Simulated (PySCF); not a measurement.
**Relaxation of singlet ClZrN**

These are results of PBE0/[Zr def2-TZVP with ECP28, N def2-TZVP, Cl def2-TZVP], scalar-relativistic core potentials, density fitting, no spin–orbit coupling, PySCF, not measurements. A (50,194) grid was used.

A hand-made bent start, of Cs symmetry, held to at least that symmetry:

```xyz
3
charge 0 multiplicity 1, angstrom
Zr   -0.3674    0.0000   -0.4735
N    -1.8992    0.0000    0.5991
Cl    1.7051    0.0000    0.9776
```

Task: What forces act on the atoms at the start (eV/Å)?

Result: 
| atom | Fx | Fy | Fz |
| --- | --- | --- | --- |
| Zr1 | -3.89 | 0.00 | 4.57 |
| N2 | 5.03 | 0.00 | -3.67 |
| Cl3 | -1.14 | 0.00 | -0.90 |

Task: What does it relax to?

Result: It ends at Cs with Zr–Cl 2.410 Å, Zr–N 1.689 Å; Cl–Zr–N 112.2° (after a last refinement on a finer grid). A frequency run shows a minimum.

Task: How much energy is released, and in how many steps?

Result: 72.2 kJ/mol in 5 steps.
